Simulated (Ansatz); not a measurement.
AlClFGeH3 (`[F][Al]([Cl])[GeH3]`). The species carries charge 0 and has multiplicity 1.

| atom | x (Å) | y (Å) | z (Å) |
| --- | --- | --- | --- |
| F1 | 0.432 | 1.454 | 2.137 |
| Al2 | -0.333 | 0.276 | 1.283 |
| Cl3 | -1.842 | -0.775 | 2.271 |
| Ge4 | 0.322 | -0.171 | -1.039 |
| H5 | 1.809 | -0.555 | -1.110 |
| H6 | 0.119 | 1.086 | -1.901 |
| H7 | -0.508 | -1.315 | -1.639 |

Task: What are the harmonic wavenumbers in cm⁻¹ at PBE0-D4/def2-TZVP (Ansatz, finite differences of forces, unscaled)? (Estimate.)

Result: Ansatz gave: 5i, 93, 166, 176, 300, 424, 432, 559, 781, 855, 882, 883, 2145, 2152, 2162.
